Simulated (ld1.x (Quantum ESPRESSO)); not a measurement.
**What one change does to a pseudopotential (Bi (Z = 83), TM)**

bismuth, norm-conserving Troullier–Martins (Kleinman–Bylander form), made with ld1.x (Quantum ESPRESSO) 7.5 (LDA (PZ), fully relativistic). Core [Xe] 4f14 5d10, reference 6s2 6p3. Waves: 6s (bound): rc 1.45 bohr; 6p (bound): rc 2.55 bohr. Local part: all-electron potential smoothed inside 1.85 bohr (lloc = -1). Core correction: none.

Open shells are filled in proportion to 2j + 1 (rel_dist='average').

All-electron outer shells of the reference configuration (LDA (PZ), scalar-relativistic, ld1.x):

```csv
shell,level (eV),outermost node (bohr),outermost maximum (bohr)
5p,-95.96,0.48,0.86
5d,-27.18,0.51,1.03
6s,-14.76,0.98,1.86
6p,-4.77,1.14,2.44
```

Change: local potential all-electron potential smoothed inside 2.00 bohr (lloc = -1).

Cutoffs: the cutoffs (Ry, on a coarse ladder) from which the occupation-weighted sum of valence levels, in a spherical-Bessel basis at the reference potential, stays within 10 and 1 mRy of its value at 400 Ry; they do not see the model core or the augmentation charge, which bear on the density cutoff. Errors are all-electron minus pseudo energies relative to the spin-unpolarised reference configuration.

Problem. Predict the effect on cutoff, ghosts and configuration errors.

Solution. The potential gets neither clearly harder nor softer (55 Ry and 160 Ry → 55 Ry and 160 Ry); both files keep a bound ghost (d, s); of the 7 tests that both files solve, the error grows in 0 and shrinks in 6 by more than 15 % and 0.3 meV (median size 44.4 → 12.4 meV). That the errors move this way runs against the usual rule that smaller radii transfer better.

```csv
quantity,base,changed
"cutoff, loose",55 Ry,55 Ry
"cutoff, tight",160 Ry,160 Ry
bound ghosts,"s, d","s, d"
"error for 6s2 6p2, meV [ΔE 8.31 eV]",+9.6,-0.1
"error for 6s2 6p1, meV [ΔE 24.05 eV]",+44,-7.3
"error for 6s2 6p0, meV [ΔE 47.99 eV]",+94,-26
"error for 6s0 6p5, meV [ΔE 20.23 eV]",+113,+101
"error for 6s1 6p3, meV [ΔE 18.96 eV]",+34,+12
"error for 6s1 6p0, meV [ΔE 93.88 eV]",+378,+245
"error for 6s2 6p3.3, meV [ΔE -1.20 eV]",+0.5,+0.1
s: phases at 2.75 bohr within 0.05 rad from the reference energy up to (Ry; the scan ends near 5),2.0,1.6
p1/2: phases at 2.75 bohr within 0.05 rad from the reference energy up to (Ry; the scan ends near 5),1.1,1.5
p3/2: phases at 2.75 bohr within 0.05 rad from the reference energy up to (Ry; the scan ends near 5),0.4,1.0
```

 A true bound ghost makes a file unfit for plane-wave use even where its test errors are small: the radial tests pick states by their node count and pass the ghost by.
